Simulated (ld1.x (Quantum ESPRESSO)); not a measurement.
phosphorus (P): excitation energies, all-electron against ultrasoft

ld1.x (Quantum ESPRESSO) 7.5 input, shortened:

```
&input
   title='P', zed=15., rel=0, dft='PBE', iswitch=3,
   config='[Ne] 3s2 3p3 3d-2'
 /
 &inputp
   pseudotype=3, tm=.true., lloc=-1, rcloc=1.35,
   nlcc=.true.
 /
6
3S  1  0   2.00   0.00  1.40  1.80  0.0
3S  1  0   0.00  -0.45  1.40  1.80  0.0
3P  2  1   3.00   0.00  1.15  1.35  0.0
3P  2  1   0.00   2.05  1.15  1.35  0.0
3D  3  2  -2.00  -0.15  1.05  1.40  0.0
3D  3  2  -2.00   0.40  1.05  1.40  0.0
 &test
   configts(1)='3s2 3p3'
 /
```

Energies are relative to the spin-unpolarised reference configuration 3s2 3p3; without spin polarisation the order of configurations can differ from experiment.

| valence configuration | charge | ΔE all-electron (eV) | error AE − PS (meV) |
| --- | --- | --- | --- |
| 3s2 3p2 | +1 | 9.742 | +0.8 |
| 3s2 3p1 | +2 | 28.901 | +6.4 |
| 3s2 3p0 | +3 | 58.651 | +25 |
| 3s1 3p4 | 0 | 8.447 | +2.4 |
| 3s2 3p3.3 | -0.3 | -1.310 | 0.0 |
| 3s2 3p2.5 | +0.5 | 3.781 | +0.1 |
| 3s0 3p5 | 0 | 17.023 | +9.9 |
